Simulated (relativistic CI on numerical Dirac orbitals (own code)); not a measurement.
Computed by Dirac-Coulomb-Breit CI, separate exchange-only KLI orbitals for each configuration, model QED (radiative potential, 1s self-energy scaled to tabulated hydrogen-like ionisation energies), unscaled Slater integrals (own radial code, finite nucleus).

Configurations in the expansion (outside the closed core [Ar] 3d10): 4s2.4p3, 4s.4p4, 4p5, 4s2.4p2.4d, 4s.4p3.4d, 4s2.4p2.4f, 4s.4p3.4f, 4s2.4p2.5s, 4p4.4d, 4s2.4p2.5p, 4s.4p2.4d2, 4s2.4p.4d.4f, 4p4.5s, 4s2.4p2.5d, 4s.4p3.5s, 4p4.4f, 4s.4p2.4d.5s, 4s.4p3.5p, 4s2.4p2.6s, 4s2.4p.4f.5s, 4s2.4p2.5f, 4s2.4p2.6p, 4s2.4p2.5g, 4s2.4p2.6d, 4s.4p3.5d, 4s.4p2.5s2, 4s2.4p2.7s, 4p3.4d.4f, 4s2.4p.4d2, 4s2.4d3, 4s.4p.4d3, 4s2.4d2.4f, 4s.4p.4d2.4f, 4s2.4d2.5s, 4p3.4d2, 4p2.4d3, 4p2.4d2.4f, 4p2.4d2.5s, 4s2.4p.4f2, 4s2.4d.4f2, 4s.4p.4d.4f2, 4s2.4f3, 4s.4p.4f3, 4s2.4f2.5s, 4s2.4p.4d.5s, 4s.4p.4d2.5s, 4s2.4d.4f.5s, 4s.4p.4d.4f.5s, 4s2.4d.5s2, 4p3.4f2, 4p2.4d.4f2, 4p2.4f3, 4p2.4f2.5s, 4s2.4p.5s2, 4s.4p.4d.5s2, 4s2.4f.5s2, 4s.4p.4f.5s2, 4s.4p2.4d.4f, 4p3.4d.5s, 4p2.4d.4f.5s, 4p2.4d.5s2. Double excitations out of closed p, d and f shells are left out; levels of such configurations are missing from the list, as are those of other unlisted configurations, and high levels can miss mixing partners. These lack a partner that the ground configuration has and come out too high: 4s2.4p2.5p, 4s2.4p2.5d, 4s.4p3.5p, 4s2.4p2.6s, 4s2.4p2.5f.

At this charge energies of transitions that change n are usually good to better than 1 %, and those within a shell (Δn = 0) to a few per cent.

Outline of the computed level scheme of Mo X. Lowest level of each configuration: 4s2.4p3 4S°_3/2 at 0.0000 eV; 4s.4p4 4P_5/2 at 27.7404 eV; 4s2.4p2.4d 4F_3/2 at 43.8291 eV; 4p5 2P°_3/2 at 64.2938 eV; 4s.4p3.4d 6D°_1/2 at 65.7122 eV.

Some strong electric-dipole decays among the lowest 45 levels: 4s2.4p2.4d 2F_7/2 → 4s2.4p3 2D°_5/2 (1.8e+11 s⁻¹); 4s2.4p2.4d 2D_5/2 → 4s2.4p3 2P°_3/2 (1.5e+11 s⁻¹); 4s2.4p2.4d 2F_5/2 → 4s2.4p3 2D°_3/2 (1.5e+11 s⁻¹); 4s2.4p2.4d 4P_5/2 → 4s2.4p3 4S°_3/2 (1.2e+11 s⁻¹); 4s2.4p2.4d 2D_3/2 → 4s2.4p3 2P°_1/2 (1.0e+11 s⁻¹); 4s2.4p2.4d 4P_1/2 → 4s2.4p3 4S°_3/2 (1.0e+11 s⁻¹); 4s2.4p2.4d 2D_3/2 → 4s2.4p3 2D°_3/2 (9.2e+10 s⁻¹); 4s2.4p2.4d 2P_1/2 → 4s2.4p3 2P°_1/2 (9.0e+10 s⁻¹).

LS names give the leading component of a level, which can be under half, so a name can repeat, a term be missing and a line seem to break the LS rules.
